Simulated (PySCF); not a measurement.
**Potential energy of HBr along the bond**

Set-up: basis H aug-cc-pVDZ, Br aug-cc-pVDZ-PP with ECP10; scalar-relativistic core potentials; PySCF 2.14. Energies in eV from H + Br in their ground configurations at the same level. All curves are PBE0. state 1: ¹Σ⁺ (singlet), closed shell; state 2: triplet, unpaired electrons σ ↑, π ↑, a second solution, started from another occupation.

```tsv
R (Å)	state 1	state 2
1.230	-3.194	4.0955
1.287	-3.585	3.3878
1.344	-3.808	2.8126
1.387	-3.890	2.4503
1.430	-3.913	2.1368
1.473	-3.889	1.8647
1.530	-3.799	1.5562
1.602	-3.618	1.2425
1.687	-3.333	0.9496
1.802	-2.889	0.6659
```

Put a parabola through the three lowest points of the state 1 curve and estimate Re, k and ωe (reduced mass 0.9951 u; 1 eV/Å² = 0.16022 mdyn/Å; ωe = 1302.8·√(k/μ) cm⁻¹).

Through R = 1.387, 1.43, 1.473 Å the second-order coefficient is 12.7 eV/Å², so Re ≈ 1.430 Å, k ≈ 4.07 mdyn/Å and ωe ≈ 2636 cm⁻¹. A polynomial fit of higher order to the unrounded PBE0 energies gives Re = 1.428 Å, k = 4.14 mdyn/Å, ωe = 2656 cm⁻¹; anharmonicity and rounding make the difference.

The higher-order fit for each curve: state 1: Re = 1.428 Å, ωe = 2656 cm⁻¹, De = 3.91 eV. State 2 gave no clean fit.
